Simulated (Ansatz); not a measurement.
Consider the formal exchange of groups at the Se–C bond: `C[Se]C(F)(F)F` + `[OH][Hf]([F])([F])[F]` → `C[Se][Hf]([OH])([F])[F]` + `FC(F)(F)F`.

Calculated with Ansatz (gas phase, PBE0-D4/def2-TZVP geometries, no zero-point term in ΔE). CCSD(T)/CBS is the MP2 limit (def2-TZVPP, def2-QZVPP) plus CCSD(T) − MP2 in def2-TZVPP, frozen cores. Functionals use def2-TZVPP. def2 core potentials past Kr. For Hf, Se outer-core shells are correlated without core-valence functions, which leaves a few kJ/mol of doubt a bond. Scalar relativity is left out up to krypton. Each species was taken in one conformer, which may not be the lowest.

`C[Se]C(F)(F)F`:

Z-matrix (Å, degrees):
```
C
Se 1 1.941
H 1 1.088 2 110.2
H 1 1.088 2 110.2 3 -123.2
H 1 1.089 2 105.8 3 118.4
C 2 1.952 1 95.4 3 61.8
F 6 1.331 2 108.7 1 179.9
F 6 1.336 2 112.6 1 -60.4
F 6 1.336 2 112.6 1 60.3
```

`[OH][Hf]([F])([F])[F]`:

```xyz
6

O    -0.397   -1.229    0.627
Hf    0.128    0.400   -0.201
F     0.005    0.241   -2.096
F    -1.007    1.820    0.374
F     1.928    0.821    0.267
H    -0.656   -2.052    1.029
```

`C[Se][Hf]([OH])([F])[F]`:

```xyz
10

C    -1.233   -1.683   -0.173
Se   -1.380   -0.011    0.868
Hf    0.841    0.919   -0.024
O     1.114    2.610    0.796
F     2.218   -0.338    0.380
F     0.733    1.028   -1.925
H    -2.048   -2.322    0.162
H    -1.346   -1.480   -1.235
H    -0.287   -2.185    0.027
H     1.387    3.461    1.125
```

`FC(F)(F)F`:

Z-matrix (Å, degrees):
```
C
F 1 1.318
F 1 1.318 2 109.5
F 1 1.318 2 109.5 3 120.0
F 1 1.318 2 109.5 3 -120.0
```

```
         level  ΔE (eV)
     r2SCAN-D4     0.66
MP2/def2-TZVPP     0.59
 HF/def2-QZVPP     0.44
  HF/CBS(def2)     0.44
```

Task: What does CCSD(T)/CBS give? (Estimate.)

Result: The calculation gave: +0.66 eV. The listed levels differ from it by 0.00, -0.07, -0.22, -0.22 eV.

Largest T1 diagnostic among the species: 0.016.

In def2-TZVPP, CCSD(T) changes the Hartree–Fock value by +0.16 eV (the triples alone add +0.01 eV) and MP2 by +0.18 eV. From PBE to PBE0 (25 % exact exchange), in def2-TZVPP and without D4, ΔE moves by −0.14 eV.
